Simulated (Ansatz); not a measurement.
Program: Ansatz. Geometries: PBE0-D4/def2-TZVP. ΔE: electronic, gas phase. CBS: MP2 limit from def2 TZ/QZ plus the TZ coupled-cluster correction, frozen cores. Functionals use def2-TZVPP. B3LYP here is the variant with VWN-RPA as its local correlation; programs differ in this. For Ge outer-core shells are correlated without core-valence functions, which leaves a few kJ/mol of doubt a bond. Scalar relativity is left out up to krypton. Each species was taken in one conformer, which may not be the lowest.

`COB(N)O[SiH3]` + `[OH][GeH]([F])[F]` → `NB(O)O[SiH3]` + `C[O][GeH]([F])[F]`  (redistribution)

```
             level  ΔE (kcal/mol)
           PBE0-D4            1.0
          B3LYP-D4            0.9
           ωB97M-V            0.8
            B2PLYP            0.6
     HF/def2-TZVPP            0.4
    MP2/def2-QZVPP            0.6
SCS-MP2/def2-QZVPP            0.5
     MP2/CBS(def2)            0.6
```

(1) What does CCSD(T)/CBS give? (Best estimate.)

Largest T1 diagnostic among the species: 0.012.

Results:

(1) The calculation gave: +0.6 kcal/mol. The listed levels differ from it by 0.4, 0.3, 0.2, 0.0, -0.2, 0.0, -0.1, 0.0 kcal/mol.
